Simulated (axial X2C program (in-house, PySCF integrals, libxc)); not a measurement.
## Outer orbitals of ZrTe⁺ at 2.516 Å, PBE0

All values were computed with an axial X2C code built on PySCF integrals. Spin-free means the one-electron spin-free X2C Hamiltonian; two-component (2c) means X2C with spin–orbit coupling and atomic mean-field two-electron Coulomb and Gaunt terms, so the difference of the two also holds small scalar two-electron terms. Basis: Te dyall-cv3z [11s12p8d4f1g], Zr dyall-cv3z [11s12p9d6f3g] (cores contracted in-house); Gaussian nuclei, density fitting, unrestricted open shells. Masses: Te 129.906 u, Zr 89.905 u.

The distance is close to the 2c PBE0 minimum; the highest filled and lowest empty levels are listed.

Spin-free orbitals, state M_S = 1/2, Λ = 2 (beyond evenly filled blocks: δ+α) (Löwdin shares):

| symmetry | occupied | ε (eV) | atomic character |
| --- | --- | --- | --- |
| σβ | yes | -20.89 | 67% Te s, 11% Zr d, 10% Zr p |
| σα | yes | -20.50 | 66% Te s, 11% Zr d, 10% Zr p |
| σα | yes | -12.02 | 62% Te p, 20% Zr d, 10% Zr s |
| σβ | yes | -11.99 | 66% Te p, 18% Zr d, 9% Zr s |
| π+β | yes | -11.45 | 61% Te p, 26% Zr d, 5% Zr f |
| π-β | yes | -11.45 | 61% Te p, 26% Zr d, 5% Zr f |
| π+α | yes | -11.44 | 46% Zr d, 44% Te p, 3% Zr p |
| π-α | yes | -11.39 | 46% Te p, 44% Zr d, 4% Zr p |
| δ+α | yes | -10.70 | 100% Zr d |
| σα | no | -8.35 | 53% Zr s, 40% Zr d, 4% Te p |
| δ-α | no | -7.89 | 99% Zr d |
| σβ | no | -7.53 | 56% Zr s, 35% Zr d, 3% Zr p |
| π+α | no | -7.48 | 50% Zr d, 26% Te p, 14% Zr p |

Spinors with spin–orbit coupling (state Ω = 3/2):

```csv
ω,occupied,ε (eV),atomic character,λ mixture
1/2,yes,-20.88,"67% Te s, 11% Zr d, 10% Zr p",100% σ
-1/2,yes,-20.50,"66% Te s, 11% Zr d, 10% Zr p",100% σ
-1/2,yes,-12.19,"65% Te p, 19% Zr d, 7% Zr s","76% σ, 24% π"
1/2,yes,-12.13,"66% Te p, 19% Zr d, 7% Zr s","80% σ, 20% π"
-1/2,yes,-11.52,"60% Te p, 25% Zr d, 4% Zr f","76% π, 24% σ"
1/2,yes,-11.48,"48% Te p, 40% Zr d, 3% Zr p","81% π, 19% σ"
-3/2,yes,-11.23,"49% Zr d, 42% Te p, 3% Zr p",100% π
3/2,yes,-11.23,"58% Te p, 29% Zr d, 5% Zr f","99% π, 1% δ"
3/2,yes,-10.72,99% Zr d,"99% δ, 1% π"
-1/2,no,-8.33,"53% Zr s, 40% Zr d, 4% Te p",100% σ
-5/2,no,-7.82,99% Zr d,100% δ
1/2,no,-7.57,"44% Zr d, 28% Zr s, 15% Te p","53% π, 47% σ"
1/2,no,-7.46,"46% Zr d, 28% Zr s, 12% Te p","53% σ, 47% π"
```

(1) How does the gap between the highest filled and lowest empty level change from the spin-free to the 2c table?

Mulliken charges and populations of the two-component result (they depend on the basis, above all on diffuse functions):

Te 0.33 e (s 9.85 p 21.77 d 20.04 f 0.01), Zr 0.67 e (s 8.33 p 18.19 d 12.74 f 0.06 g 0.01). ⟨Lz⟩ = 2.00 ħ and ⟨Sz⟩ = -0.50 ħ (0.23 and -0.73 on the two atoms), which add up to Ω.

The state is a single determinant with fixed occupations, the lowest that a limited PBE0 search found. Density functionals use the spin component along the axis (collinear). Other states lie close and PBE0, whose exact exchange favours high spin, may order them wrongly; the determinant shown need not be the ground state. The nearest other spin-free determinant of the search, M_S = 1/2, Λ = 0, lies 0.16 eV up at the distance of the search. The functionals have no current-density term, which raises determinants with orbital currents, atoms included. The determinant is spin-polarised beyond a pure state at some levels (its spin-free form has ⟨S²⟩ too high), which makes Re and μ there less reliable.

Answers

(1) From 2.35 to 2.39 eV at PBE0, a change of 0.04 eV.
